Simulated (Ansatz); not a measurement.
## A family of molecules: the HOMO–LUMO gap

One atom is swapped for its congeners: SiH2(CH3); SiH3(SiH2); GeH3(SiH2). All are doublets with charge 0.

Shapes, held fixed at every level: PBE0-D4/def2-TZVP. Programs: Ansatz 0.2.0. Values in eV.

| level | SiH2(CH3) | SiH3(SiH2) | GeH3(SiH2) |
| --- | --- | --- | --- |
| PBE-D4/def2-TZVPP | 1.80 | 1.61 | 1.63 |
| r2SCAN-D4/def2-TZVPP | 2.64 | 2.41 | 2.44 |
| BHLYP-D4/def2-TZVPP | 5.49 | 5.16 | 5.18 |
| PBE0-D4/def2-TZVPP | 3.84 | 3.56 | 3.59 |
| wB97M-V/def2-TZVPP | 7.18 | 6.88 | 6.90 |
| wB97X-V/def2-TZVPP | 7.69 | 7.37 | 7.39 |

At wB97X-V/def2-TZVPP the HOMO–LUMO gap isn't monotonic: it is largest for C and smallest for Si (7.69 and 7.37 eV). Every level shows the same order. Open shells run unrestricted unless RO is named. Relativity is left out for Ge unless named. Orbital gaps aren't excitation energies, and the LUMO depends on the basis.
